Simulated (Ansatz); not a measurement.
Reaction (redistribution): `[CH3][In]([F])[GeH3]` + `[AlH2][CH2]Cl` → `[F][In]([Cl])[GeH3]` + `C[CH2][AlH2]`

Program: Ansatz. Geometries: PBE0-D4/def2-TZVP. ΔE: electronic, gas phase. CBS: MP2 limit from def2 TZ/QZ plus the TZ coupled-cluster correction, frozen cores. Functionals use def2-TZVPP. HSE06 is defined as in plane-wave codes. def2 core potentials past Kr. For Ge, In outer-core shells are correlated without core-valence functions, which leaves a few kJ/mol of doubt a bond. Scalar relativity is left out up to krypton.

`[CH3][In]([F])[GeH3]`:

Cartesian coordinates in Å:
```
C -0.414 -1.890 -1.129
In -0.515 -0.176 0.147
F -2.244 -0.199 1.099
Ge 0.869 1.892 0.867
H -1.424 -2.134 -1.460
H -0.017 -2.733 -0.561
H 0.229 -1.711 -1.990
H 0.076 2.791 1.826
H 2.164 1.441 1.568
H 1.276 2.718 -0.367
```

`[AlH2][CH2]Cl`:

Z-matrix (Å, degrees):
```
C
Cl 1 1.792
Al 1 1.969 2 111.8
H 1 1.093 2 107.1 3 -123.2
H 1 1.093 2 107.2 3 123.2
H 3 1.589 1 117.2 2 178.6
H 3 1.580 1 120.8 2 -1.4
```

`[F][In]([Cl])[GeH3]`:

Z-matrix (Å, degrees):
```
Ge
In 1 2.579
H 1 1.533 2 108.0
H 1 1.533 2 108.6 3 119.4
H 1 1.532 2 109.1 3 -120.0
Cl 2 2.321 1 129.4 3 111.1
F 2 1.948 1 122.1 3 -68.6
```

`C[CH2][AlH2]`:

```xyz
10

C    -0.053   -1.265   -0.416
C     0.497    0.159   -0.371
Al   -0.385    1.412    0.849
H     0.494   -1.899   -1.121
H    -1.105   -1.283   -0.715
H     0.001   -1.750    0.563
H     0.472    0.610   -1.373
H     1.565    0.150   -0.113
H     0.139    2.911    0.959
H    -1.625    0.955    1.737
```

```tsv
level	ΔE (kJ/mol)	difference from CCSD(T)/CBS
PBE-D4	-145.1	4.5
r2SCAN-D4	-153.9	-4.3
r2SCAN0-D4	-157.5	-7.9
HSE06-D4	-152.2	-2.6
CAM-B3LYP-D4	-153.7	-4.1
ωB97M-V	-151.4	-1.8
revPBE	-144.4	5.2
MP2/def2-QZVPP	-150.8	-1.2
SCS-MP2/def2-QZVPP	-151.8	-2.2
CCSD/CBS(def2)	-152.4	-2.8
CCSD(T)/CBS	-149.6	0
```

Largest T1 diagnostic among the species: 0.014.

From r2SCAN to r2SCAN0 (25 % exact exchange), in def2-TZVPP and without D4, ΔE moves by −3.6 kJ/mol. In def2-TZVPP, CCSD(T) changes the Hartree–Fock value by +24.7 kJ/mol (the triples alone add +2.8 kJ/mol) and MP2 by +23.2 kJ/mol.
